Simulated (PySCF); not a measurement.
# Computed structure and properties of [LaH4]−

System: [LaH4]− (singlet); start: template (Td). Method: PySCF 2.14.0, RKS PBE0, La lcecp-1-SVP with ECP46, H def2-SVP; non-relativistic Hamiltonian with scalar-relativistic core potentials where named; density fitting; no spin-orbit coupling.

Input of the relaxation:

```python
mol = gto.M(atom='''
La     0.00000     0.00000     0.00000
H      1.32790     1.32790     1.32790
H     -1.32790    -1.32790     1.32790
H      1.32790    -1.32790    -1.32790
H     -1.32790     1.32790    -1.32790''',
    basis={'La': 'lcecp-1-SVP', 'H': 'def2-SVP'},
    ecp={'La': 'lcecp-1-SVP'},
    charge=-1, spin=0)
mf = dft.RKS(mol, xc='PBE0')
mf.grids.atom_grid = (50, 194)  # f atoms: unpruned, at least (60, 302)
mf = mf.density_fit()  # fitting sets: La AutoAux, H def2-universal-JKFIT
mf.conv_tol = 1e-08; mf.max_cycle = 55
mf.kernel(dm0)  # dm0: converged density of the start geometry
# quasi-Newton relaxation in Cartesian coordinates to a largest gradient under 0.00045 Eh/bohr, steps kept in the point group
```

Run from Python with OMP_NUM_THREADS=2; the lines above give its settings. Where DIIS fails, smearing, a level shift and second-order steps follow.
It took 3.9 s on 2 threads of Arm Neoverse V1 (shared host), from the converged density of the start.

Course of the relaxation:

| step | energy above end (eV) | largest force component within the symmetry (eV/Å) |
| --- | --- | --- |
| 0 | 0.0744 | 0.251 |
| 1 | 0.0360 | 0.179 |
| 2 | 0.0002 | 0.013 |
| 3 | 0.0000 | 0.001 |

Relaxed geometry (Td):

```xyz
5

La    0.0000    0.0000    0.0000
H     1.2805    1.2805    1.2805
H    -1.2805   -1.2805    1.2805
H     1.2805   -1.2805   -1.2805
H    -1.2805    1.2805   -1.2805
```

| contact | Å |
| --- | --- |
| La1–H2 (H) | 2.218 |
| La1–H3 (H) | 2.218 |
| La1–H4 (H) | 2.218 |
| La1–H5 (H) | 2.218 |

On the finer grid (75, 302):

The HOMO is -2.15 eV, the LUMO is 3.49 eV and the dipole about the centre of mass is 0.00 D. The set of Mulliken populations of La1 outside the core potential is s 2.62, p 6.52, d 1.52, f 0.03 and the D3(BJ) dispersion energy (not in the energies) is -0.046 eV.

```
atom  Mulliken (e)  Löwdin (e)  spin (e)
 La1          0.32        0.01      0.00
  H2         -0.33       -0.25      0.00
  H3         -0.33       -0.25      0.00
  H4         -0.33       -0.25      0.00
  H5         -0.33       -0.25      0.00
```

The large-core potential holds the 4f shell empty.

On the grid (50, 194), as all that follows. Harmonic modes: a minimum; lowest 426 cm⁻¹ (negative: unstable), highest 1260 cm⁻¹, zero-point energy 0.431 eV.

Taking off one H (charge -1, singlet; the rest: singlet) in vacuum, both parts rigid, costs 4.59 eV; the small basis without counterpoise inflates it.

Rigid scan of H along the line from its metal:

```
distance to H2 (Å)  energy (eV)
              1.92        0.321
              2.02        0.127
              2.12        0.028
              2.22        0.000
              2.32        0.023
              2.42        0.084
              2.62        0.276
              2.92        0.644
              3.32        1.153
              3.82        1.716
```

One start shape was tried, so this needn't be the lowest isomer.
